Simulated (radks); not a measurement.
Co, configuration [Ar] 3d7 4s2 (the NIST ground configuration).

Calculated with a radial shooting solver on a logarithmic mesh with Libxc functionals: non-relativistic Kohn-Sham, HCTH/407, spin-polarised, spherical densities, point nucleus; open shells are filled with parallel spins first.

Energy parts (hartree):
part                       energy
total                 -1383.35428
kinetic                1382.06955
electron-nucleus      -3296.82869
Hartree                 591.30778
exchange-correlation    -59.90292

Orbitals (lengths in bohr, moments of r in powers of bohr; <r^-3> diverges for s and p1/2):
| orbital | occ. | eigenvalue (hartree) | <r^-3> | <r^2> | <r^4> | <r> |
|---|---|---|---|---|---|---|
| 1s up | 1 | -276.0566 | - | 0.004347 | 0.00004819 | 0.05695 |
| 1s down | 1 | -276.0564 | - | 0.004347 | 0.00004819 | 0.05695 |
| 2s up | 1 | -32.52813 | - | 0.07899 | 0.01084 | 0.2588 |
| 2s down | 1 | -32.46052 | - | 0.07872 | 0.01077 | 0.2584 |
| 2p up | 3 | -28.27460 | 527.8 | 0.06278 | 0.007976 | 0.2262 |
| 2p down | 3 | -28.22533 | 529.3 | 0.06252 | 0.007903 | 0.2258 |
| 3s up | 1 | -3.75360 | - | 0.7045 | 0.8062 | 0.7812 |
| 3s down | 1 | -3.61530 | - | 0.7093 | 0.8198 | 0.7838 |
| 3p up | 3 | -2.47639 | 66.62 | 0.7860 | 1.088 | 0.8163 |
| 3p down | 3 | -2.33864 | 65.49 | 0.7958 | 1.124 | 0.8210 |
| 3d up | 5 | -0.38504 | 6.173 | 1.392 | 5.545 | 1.023 |
| 3d down | 2 | -0.25792 | 5.775 | 1.657 | 9.050 | 1.096 |
| 4s up | 1 | -0.20625 | - | 9.979 | 179.2 | 2.912 |
| 4s down | 1 | -0.18718 | - | 10.92 | 212.9 | 3.052 |

The highest occupied level is 4s down at -5.093 eV. Summed over all electrons, <r^2> = 37.88 bohr^2, which gives a Langevin (diamagnetic) susceptibility term of -30 x 10^-6 cm^3/mol. The spin density at the nucleus is 0.035 e/bohr^3 (1s -0.029, 2s -1.862, 3s 1.048, 4s 0.878), a Fermi contact field of 1.84 T.
